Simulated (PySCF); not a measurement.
**Electron correlation in Ga+ (gallium, charge +1)**

[Ar] 3d10 4s1 4p1, high-spin 3P determinant (an excited configuration). All numbers are calculated (PySCF 2.14, the spin-free X2C one-electron Hamiltonian (Gaussian nucleus), in aug-cc-pVDZ-DK (6s5p3d, 36 functions)). Frozen: [Ar] 3d10; 2 electrons correlated.

Total MP2 correlation energy: -1.91 mhartree.

Same-spin part -1.91 and opposite-spin part 0.00 mhartree; SCS-MP2 scales them by 1/3 and 6/5 to -0.64 mhartree.
